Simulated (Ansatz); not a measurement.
Consider the redistribution: `O[SiH](F)[NH][GeH3]` + `O[SiH](Cl)CF` → `F[CH2][GeH3]` + `O[Si@H](F)N[Si@H](O)Cl`.

Computed with Ansatz on PBE0-D4/def2-TZVP structures; ΔE is electronic, products minus reactants. CBS: MP2 limit from def2 TZ/QZ plus the TZ coupled-cluster correction, frozen cores. DFT in def2-TZVPP. B3LYP here is the variant with VWN-RPA as its local correlation; programs differ in this. For Ge outer-core shells are correlated without core-valence functions, which leaves a few kJ/mol of doubt a bond. Scalar relativity is left out up to krypton. Each species was taken in one conformer, which may not be the lowest.

```json
{"level": "PBE-D4", "ΔE (kJ/mol)": "-61.5", "difference from CCSD(T)/CBS": "0.1"}
{"level": "r2SCAN-D4", "ΔE (kJ/mol)": "-63.6", "difference from CCSD(T)/CBS": "-2.0"}
{"level": "PBE0-D4", "ΔE (kJ/mol)": "-62.3", "difference from CCSD(T)/CBS": "-0.7"}
{"level": "B3LYP-D4", "ΔE (kJ/mol)": "-62.8", "difference from CCSD(T)/CBS": "-1.2"}
{"level": "ωB97X-V", "ΔE (kJ/mol)": "-58.9", "difference from CCSD(T)/CBS": "2.7"}
{"level": "ωB97M-V", "ΔE (kJ/mol)": "-61.7", "difference from CCSD(T)/CBS": "-0.1"}
{"level": "B2PLYP", "ΔE (kJ/mol)": "-60.1", "difference from CCSD(T)/CBS": "1.5"}
{"level": "PBE", "ΔE (kJ/mol)": "-59.5", "difference from CCSD(T)/CBS": "2.1"}
{"level": "r2SCAN", "ΔE (kJ/mol)": "-62.9", "difference from CCSD(T)/CBS": "-1.3"}
{"level": "PBE0", "ΔE (kJ/mol)": "-60.4", "difference from CCSD(T)/CBS": "1.2"}
{"level": "B3LYP", "ΔE (kJ/mol)": "-59.6", "difference from CCSD(T)/CBS": "2.0"}
{"level": "HF/def2-TZVPP", "ΔE (kJ/mol)": "-53.8", "difference from CCSD(T)/CBS": "7.8"}
{"level": "MP2/def2-TZVPP", "ΔE (kJ/mol)": "-61.1", "difference from CCSD(T)/CBS": "0.5"}
{"level": "SCS-MP2/def2-TZVPP", "ΔE (kJ/mol)": "-57.5", "difference from CCSD(T)/CBS": "4.1"}
{"level": "CCSD/def2-TZVPP", "ΔE (kJ/mol)": "-59.7", "difference from CCSD(T)/CBS": "1.9"}
{"level": "CCSD(T)/def2-TZVPP", "ΔE (kJ/mol)": "-60.5", "difference from CCSD(T)/CBS": "1.1"}
{"level": "HF/def2-QZVPP", "ΔE (kJ/mol)": "-53.9", "difference from CCSD(T)/CBS": "7.7"}
{"level": "MP2/def2-QZVPP", "ΔE (kJ/mol)": "-61.8", "difference from CCSD(T)/CBS": "-0.2"}
{"level": "SCS-MP2/def2-QZVPP", "ΔE (kJ/mol)": "-58.2", "difference from CCSD(T)/CBS": "3.4"}
{"level": "HF/CBS(def2)", "ΔE (kJ/mol)": "-54.0", "difference from CCSD(T)/CBS": "7.6"}
{"level": "MP2/CBS(def2)", "ΔE (kJ/mol)": "-62.3", "difference from CCSD(T)/CBS": "-0.7"}
{"level": "CCSD/CBS(def2)", "ΔE (kJ/mol)": "-60.8", "difference from CCSD(T)/CBS": "0.8"}
{"level": "CCSD(T)/CBS", "ΔE (kJ/mol)": "-61.6", "difference from CCSD(T)/CBS": "0"}
```

Largest T1 diagnostic among the species: 0.012.

The D4 term adds −3.2 kJ/mol with B3LYP and −1.8 kJ/mol with PBE0; it sums over pairs of atoms, weighted by their polarisabilities, and B3LYP, whose exchange is more repulsive, gets the larger term. In def2-TZVPP, CCSD(T) changes the Hartree–Fock value by −6.7 kJ/mol (the triples alone add −0.8 kJ/mol) and MP2 by −7.4 kJ/mol.
